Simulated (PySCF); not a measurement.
Molfile (atoms numbered from 1):
```
C7H11ClO3
     RDKit          3D

 22 22  0  0  0  0  0  0  0  0999 V2000
   -1.9491    0.8377    1.5267 C   0  0  0  0  0  0  0  0  0  0  0  0
   -1.0538   -0.1620    1.1081 O   0  0  0  0  0  0  0  0  0  0  0  0
   -0.5971   -0.0916   -0.2056 C   0  0  2  0  0  0  0  0  0  0  0  0
   -1.7156    0.0457   -1.2396 C   0  0  0  0  0  0  0  0  0  0  0  0
   -2.9190   -1.2499   -1.0986 Cl  0  0  0  0  0  0  0  0  0  0  0  0
    0.2403   -1.3568   -0.4001 C   0  0  0  0  0  0  0  0  0  0  0  0
    1.5113   -1.3010    0.4180 C   0  0  0  0  0  0  0  0  0  0  0  0
    1.9253   -2.2357    1.0552 O   0  0  0  0  0  0  0  0  0  0  0  0
    2.2370    0.0218    0.3196 C   0  0  0  0  0  0  0  0  0  0  0  0
    1.2731    1.1943    0.4555 C   0  0  0  0  0  0  0  0  0  0  0  0
    0.1726    1.0658   -0.4203 O   0  0  0  0  0  0  0  0  0  0  0  0
   -1.6087    1.8442    1.2290 H   0  0  0  0  0  0  0  0  0  0  0  0
   -1.9918    0.7876    2.6227 H   0  0  0  0  0  0  0  0  0  0  0  0
   -2.9638    0.6609    1.1303 H   0  0  0  0  0  0  0  0  0  0  0  0
   -2.2233    1.0099   -1.1096 H   0  0  0  0  0  0  0  0  0  0  0  0
   -1.2835    0.0184   -2.2475 H   0  0  0  0  0  0  0  0  0  0  0  0
    0.5263   -1.4269   -1.4625 H   0  0  0  0  0  0  0  0  0  0  0  0
   -0.3406   -2.2453   -0.1258 H   0  0  0  0  0  0  0  0  0  0  0  0
    2.7107    0.0592   -0.6773 H   0  0  0  0  0  0  0  0  0  0  0  0
    3.0308    0.0555    1.0788 H   0  0  0  0  0  0  0  0  0  0  0  0
    1.7622    2.1422    0.1926 H   0  0  0  0  0  0  0  0  0  0  0  0
    0.9221    1.2677    1.4991 H   0  0  0  0  0  0  0  0  0  0  0  0
  1  2  1  0
  3  2  1  1
  3  4  1  0
  4  5  1  0
  3  6  1  0
  6  7  1  0
  7  8  2  0
  7  9  1  0
  9 10  1  0
 10 11  1  0
 11  3  1  0
  1 12  1  0
  1 13  1  0
  1 14  1  0
  4 15  1  0
  4 16  1  0
  6 17  1  0
  6 18  1  0
  9 19  1  0
  9 20  1  0
 10 21  1  0
 10 22  1  0
M  END
```

Geometry: PBE0-D3(BJ)/def2-SVP; GIAO shifts from PySCF 2.14.0 with density-fitted response routines, gas phase, non-relativistic, averaged over equivalent atoms.

At PBE0/pcSseg-1 (249 basis functions):
| atoms | δ (ppm) |
| --- | --- |
| C7 | 205.0 |
| C3 | 101.8 |
| C10 | 61.4 |
| C4 | 50.2 |
| C6 | 50.1 |
| C1 | 47.8 |
| C9 | 43.2 |
| O8 | 688.5 |
| O11 | 74.2 |
| O2 | 51.8 |
| Cl5 | 38.2 |
| H21 | 3.83 |
| H22 | 3.83 |
| H15 | 3.65 |
| H12/H13/H14 | 3.23 |
| H16 | 3.13 |
| H18 | 2.71 |
| H19 | 2.33 |
| H20 | 1.95 |
| H17 | 1.80 |

Shifts are taken against calculated references (same method and geometry level): TMS for ¹³C (σref 184.41), ¹H (σref 31.27); ¹⁷O (σref 334.56) vs H2O; ³⁵Cl (σref 943.27) vs HCl.

What do these become at PBE0/pcSseg-2?

Answers


```tsv
atoms	δ at PBE0/pcSseg-2	change
C7	212.7	+7.7
C3	106.5	+4.7
C10	63.8	+2.4
C4	51.2	+1.0
C6	51.9	+1.8
C1	49.0	+1.2
C9	44.6	+1.4
O8	668.7	-19.8
O11	73.4	-0.8
O2	47.2	-4.6
Cl5	45.3	+7.1
H21	3.85	+0.02
H22	3.88	+0.05
H15	3.74	+0.09
H12/H13/H14	3.19	-0.04
H16	3.26	+0.13
H18	2.85	+0.14
H19	2.34	+0.01
H20	2.08	+0.13
H17	1.99	+0.19
```

References, each an isolated molecule treated in the same way: ¹³C (σref 184.13) and ¹H (σref 31.25) vs TMS; ¹⁷O (σref 328.15) against H2O; ³⁵Cl (σref 940.85) vs HCl.

The largest change is at O8 (ketone oxygen). Cost: 557 basis functions. The order of the carbon signals changes between the two levels.

Carbons that carry Cl, above all several Cl atoms, come out too deshielded, partly because spin–orbit coupling is missing. Unscaled 17O shifts of doubly bonded oxygen tend to come out too high, by tens of ppm or more. Experimental scales use liquid or dissolved standards, which lie at an offset from isolated H2O (liquid H2O: subtract about 36 ppm).
